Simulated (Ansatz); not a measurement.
Computed with Ansatz on PBE0-D4/def2-TZVP structures; ΔE is electronic, products minus reactants. CCSD(T)/CBS is the MP2 limit (def2-TZVPP, def2-QZVPP) plus CCSD(T) − MP2 in def2-TZVPP, frozen cores. This one scheme is used for every species. Functionals use def2-TZVPP. B3LYP here is the variant with VWN-RPA as its local correlation; programs differ in this. For Zn outer-core shells are correlated without core-valence functions, which leaves a few kJ/mol of doubt a bond. Scalar relativity is left out up to krypton. Each species was taken in one conformer, which may not be the lowest.

Reaction (substitution at a C–Zn bond): `O[SiH2][CH2][ZnH]` + H₂S → `O[SiH2]CS` + `[ZnH2]`

`O[SiH2][CH2][ZnH]`:

Cartesian coordinates in Å:
```
O -0.054 -0.938 -1.230
Si 0.741 0.423 -0.659
C -0.026 0.664 0.990
Zn -1.322 -0.819 1.076
H 0.163 -1.289 -2.095
H 2.205 0.142 -0.625
H 0.513 1.546 -1.614
H 0.693 0.581 1.809
H -0.543 1.622 1.083
H -2.371 -1.933 1.267
```

H₂S:

Cartesian coordinates in Å:
```
S 0.420 -0.089 -0.447
H 0.130 -0.728 0.696
H -0.550 0.817 -0.249
```

`O[SiH2]CS`:

Cartesian coordinates in Å:
```
O 0.277 -1.433 1.289
Si -0.246 0.096 0.990
C 0.516 0.718 -0.607
S 0.133 -0.462 -1.936
H 0.277 -2.008 0.517
H 0.156 0.913 2.161
H -1.725 0.157 0.815
H 1.606 0.711 -0.526
H 0.211 1.728 -0.887
H -1.205 -0.420 -1.815
```

`[ZnH2]`:

```xyz
3

Zn    0.000    0.000    0.000
H    -0.181    0.435   -1.471
H     0.181   -0.435    1.471
```

```tsv
level	ΔE (eV)
r2SCAN-D4	0.66
B3LYP	0.62
SCS-MP2/def2-TZVPP	0.67
MP2/CBS(def2)	0.72
```

What does CCSD(T)/CBS give? (An estimate is asked.)

Computed: +0.69 eV. The listed levels differ from it by -0.03, -0.07, -0.02, 0.03 eV.

Largest T1 diagnostic among the species: 0.016.

In def2-TZVPP, CCSD(T) changes the Hartree–Fock value by +0.11 eV (the triples alone add +0.00 eV) and MP2 by +0.14 eV.
